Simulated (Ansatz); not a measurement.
The same path of Cl$_{3}$FH$_{5}$HfNSi (12 atoms, charge 0, multiplicity 1) was run 3 times with different band settings.

Level of theory: Ansatz 0.2.0, RKS PBE/def2-SVP.

Relaxed end points:

```xyz
12
Properties=species:S:1:pos:R:3
Hf 0.012 0.061 0.182
Cl -0.240 -0.181 2.541
Cl 2.104 -0.488 -0.823
Cl -1.411 1.591 -0.948
F -0.901 -1.546 -0.308
N 1.297 2.051 0.897
H 2.251 1.855 0.551
Si 0.823 3.760 0.488
H 0.851 3.894 -1.000
H -0.530 4.006 1.074
H 1.825 4.698 1.104
H 1.348 1.937 1.923
```

```xyz
12
Properties=species:S:1:pos:R:3
Hf -0.132 0.280 -0.140
Cl -1.874 1.599 0.821
Cl 1.189 1.144 -1.931
Cl -1.449 -1.271 -1.351
F 0.749 -0.947 1.043
N 1.255 1.827 1.145
H 2.229 1.513 1.012
Si 1.120 3.616 0.792
H 0.200 3.849 -0.360
H 0.601 4.271 2.036
H 2.500 4.109 0.473
H 1.041 1.646 2.139
```

Common settings: movable images 7; climbing image yes; optimiser quadratic models (default); force threshold 0.05 eV/Å; iteration limit 60; end points relaxed.

| run | spring | start path |
| --- | --- | --- |
| 1 | 5.0 eV/Å² | through a guess of the saddle point |
| 2 | 5.0 eV/Å² | straight line |
| 3 | 50.0 eV/Å² | through a guess of the saddle point |

**Question.** What does each run give, and how far can it be trusted?

**Answer.** Run 1: converged after 32 iterations, highest image 0.196 eV above the first end. The profile has 2 maxima (images 3, 7) with wells between them (image 6): this band takes more than one step, which may be the mechanism or a detour left from its start path. A vibrational analysis at the climbing image gives one clearly imaginary mode, 41i cm⁻¹, and a faint second one (22i cm⁻¹) that may be numerical noise or a soft torsion: probably a first-order saddle point.
Run 2: converged after 35 iterations, highest image 0.189 eV above the first end. The order of the point at the top wasn't checked.
Run 3: converged after 19 iterations, highest image 0.213 eV above the first end. The order of the point at the top wasn't checked.
